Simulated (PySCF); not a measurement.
Te (SMILES [Te]), triplet (all electrons, no relativity); PBE/3-21G (PySCF).

PySCF was given this input:
```python
from pyscf import gto, scf, dft

mol = gto.M(
    atom='''
Te    0.000000    0.000000    0.000000
''',
    basis='3-21g',
    charge=0,
    spin=2,
    verbose=4,
)

mf = dft.UKS(mol)
mf.xc = 'pbe'
mf.kernel()
mf.analyze()
```

### Question
Predict the main parts of the log of this PySCF run.

### Answer

```
PySCF version 2.14.0

[INPUT] verbose = 4
[INPUT] num. atoms = 1
[INPUT] num. electrons = 52
[INPUT] charge = 0
[INPUT] spin (= nelec alpha-beta = 2S) = 2
[INPUT] symmetry False subgroup None
[INPUT] Mole.unit = angstrom
[INPUT] Symbol           X                Y                Z      unit          X                Y                Z       unit  Magmom
[...]
nuclear repulsion = 0
number of shells = 13
number of NR pGTOs = 81
number of NR cGTOs = 31
basis = 3-21g
ecp = {}

******** <class 'pyscf.dft.uks.UKS'> ********
method = UKS
initial guess = minao
damping factor = 0
level_shift factor = 0
DIIS = <class 'pyscf.scf.diis.CDIIS'>
diis_start_cycle = 1
diis_space = 8
diis_damp = 0
SCF conv_tol = 1e-09
SCF conv_tol_grad = None
SCF max_cycles = 50
direct_scf = True
direct_scf_tol = 1e-13
number electrons alpha = 27  beta = 25
XC library pyscf.dft.libxc version 7.1.2
    S. Lehtola, C. Steigemann, M. J. T. Oliveira, and M. A. L. Marques,  SoftwareX 7, 1–5 (2018)
XC functionals = pbe
    J. P. Perdew, K. Burke, and M. Ernzerhof,  Phys. Rev. Lett. 77, 3865 (1996)
    J. P. Perdew, K. Burke, and M. Ernzerhof,  Phys. Rev. Lett. 78, 1396 (1997)
    J. P. Perdew, K. Burke, and M. Ernzerhof,  Phys. Rev. Lett. 77, 3865 (1996)
    J. P. Perdew, K. Burke, and M. Ernzerhof,  Phys. Rev. Lett. 78, 1396 (1997)
radial grids:
    Treutler-Ahlrichs [JCP 102, 346 (1995); DOI:10.1063/1.469408] (M4) radial grids

becke partition: Becke, JCP 88, 2547 (1988); DOI:10.1063/1.454033
pruning grids: <function nwchem_prune>
grids dens level: 3
symmetrized grids: False
atomic radii adjust function: <function treutler_atomic_radii_adjust>
small_rho_cutoff = 0
Set gradient conv threshold to 3.16228e-05
tot grids = 21960
init E= -6568.99912027421

cycle= 1 E= -6584.72351369917  delta_E= -15.7  |g|= 0.0662  |ddm|= 1.12

cycle= 2 E= -6584.72525365857  delta_E= -0.00174  |g|= 0.0243  |ddm|= 0.249

cycle= 3 E= -6584.72580003462  delta_E= -0.000546  |g|= 0.00372  |ddm|= 0.0951

cycle= 4 E= -6584.72581426854  delta_E= -1.42e-05  |g|= 5.25e-05  |ddm|= 0.0133

cycle= 5 E= -6584.72581427263  delta_E= -4.09e-09  |g|= 4.1e-06  |ddm|= 0.000248

cycle= 6 E= -6584.72581427265  delta_E= -2e-11  |g|= 5.57e-08  |ddm|= 2.11e-05

Extra cycle  E= -6584.72581427266  delta_E= -2.73e-12  |g|= 2.28e-08  |ddm|= 3.1e-07
converged SCF energy = -6584.72581427266  <S^2> = 2.000114  2S+1 = 3.000076
**** SCF Summaries ****
Total Energy =                       -6584.725814272655043
Nuclear Repulsion Energy =               0.000000000000000
One-electron Energy =                -9066.752928496018285
Two-electron Energy =                 2482.027114223363242
Two-electron Coulomb Energy =         2652.806548913073129
DFT Exchange-Correlation Energy =     -170.779434689709831
**** MO energy ****
                             alpha | beta                alpha | beta
[...]
To work with the spin densities directly, `use mulliken_meta_spin()` only printing them here.

 ** Mulliken spin pop alpha/beta on meta-lowdin orthogonal AOs **
 ** Mulliken Spin Density (per AO)  **
spin_pop of  0 Te 1s       -0.00000
spin_pop of  0 Te 2s       -0.00000
spin_pop of  0 Te 3s       -0.00000
spin_pop of  0 Te 4s       -0.00001
spin_pop of  0 Te 5s       -0.00024
spin_pop of  0 Te 6s        0.00026
spin_pop of  0 Te 2px       0.00000
spin_pop of  0 Te 2py       0.00000
spin_pop of  0 Te 2pz       0.00000
spin_pop of  0 Te 3px       0.00005
spin_pop of  0 Te 3py       0.00001
spin_pop of  0 Te 3pz       0.00005
spin_pop of  0 Te 4px       0.00022
spin_pop of  0 Te 4py       0.00001
spin_pop of  0 Te 4pz       0.00021
spin_pop of  0 Te 5px       0.99673
spin_pop of  0 Te 5py       0.08432
spin_pop of  0 Te 5pz       0.91852
spin_pop of  0 Te 6px       0.00008
spin_pop of  0 Te 6py      -0.00027
spin_pop of  0 Te 6pz       0.00005
spin_pop of  0 Te 3dxy     -0.00000
spin_pop of  0 Te 3dyz     -0.00000
spin_pop of  0 Te 3dz^2    -0.00000
spin_pop of  0 Te 3dxz     -0.00000
spin_pop of  0 Te 3dx2-y2   -0.00000
spin_pop of  0 Te 4dxy     -0.00000
spin_pop of  0 Te 4dyz     -0.00000
spin_pop of  0 Te 4dz^2    -0.00000
spin_pop of  0 Te 4dxz     -0.00000
spin_pop of  0 Te 4dx2-y2   -0.00000
 ** Mulliken Spin Density (per atom)  **
spin density of  0 Te =      2.00000
 ** Mulliken pop alpha/beta on meta-lowdin orthogonal AOs **
 ** Mulliken pop       alpha | beta **
[...]
In total            27.00000 | 25.00000
 ** Mulliken atomic charges   ( Nelec_alpha | Nelec_beta ) **
charge of  0Te =      0.00000  (    27.00000     25.00000 )
Dipole moment(X, Y, Z, Debye):  0.00000,  0.00000, -0.00000
```
